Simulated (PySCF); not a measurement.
CBr3, SMILES Br[C](Br)Br, multiplicity 2. Atoms are numbered in the order given.

```xyz
4

Br    -1.6099    -0.9295    -0.0165
C      0.0000     0.0000     0.2885
Br     1.6099    -0.9295    -0.0165
Br     0.0000     1.8589    -0.0165
```
Charge 0, spin multiplicity 2.

Geometry: PBE-D3(BJ)/def2-SVP. The isomer is the one that the SMILES or the coordinates give; other isomers of the formula were not compared.

These are ωB97X/def2-TZVP (PySCF) values and carry that method's errors.

The molecule is in vacuum.

### Question
Estimate the frontier levels, dipole moment and polarisability. (Estimate from the structure and the level; the computed values follow.)

### Answer

```yaml
"α spin, highest occupied and lowest empty level": -8.78 and 0.18 eV
"β spin, highest occupied and lowest empty level": -10.67 and -0.67 eV
dipole_moment: 0.19 D
quadrupole, principal values (traceless, Buckingham form, about the centre of nuclear charge): -2.95, 1.48, 1.48 D·Å
mean_static_polarisability: 70.1 bohr³ (10.38 Å³)
polarisability_principal_values: 46.3, 82.0, 82.0 bohr³
"⟨S²⟩": 0.759 (pure state 0.75)
```
